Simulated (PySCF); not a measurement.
Radial density of Ne⁺ (neon, charge +1)

TPSSh, [He] 2s1 2p6, 2S determinant (an excited configuration). Calculation: PySCF 2.14, in x2c-QZVPPall (7s4p3d2f1g, 57 functions); the spin-free X2C one-electron Hamiltonian (Gaussian nucleus).

```csv
r (bohr),4πr²ρ (e/bohr),4πr²(ρα − ρβ)
0.00320,0.07825,0.0024
0.00537,0.2082,0.0064
0.00904,0.5393,0.0165
0.0152,1.333,0.0405
0.0256,3.039,0.0912
0.0430,6.044,0.1758
0.0724,9.576,0.2525
0.122,10.54,0.1909
0.205,7.254,0.0180
0.344,5.568,0.3838
0.579,7.372,1.2417
0.974,5.197,0.8839
1.64,1.249,0.1024
2.76,0.06796,-0.0042
4.64,0.0003998,-0.0001
```

Densities and radii are taken from the X2C orbitals without a picture-change correction, which distorts them close to the nucleus.

(1) Where is the radial spin density 4πr²(ρα − ρβ) most negative, and why is it negative at all?

Results:

(1) Around r = 2.76 bohr, down to -0.0042 e/bohr: exchange with the open shell polarises the paired shells in an unrestricted calculation.
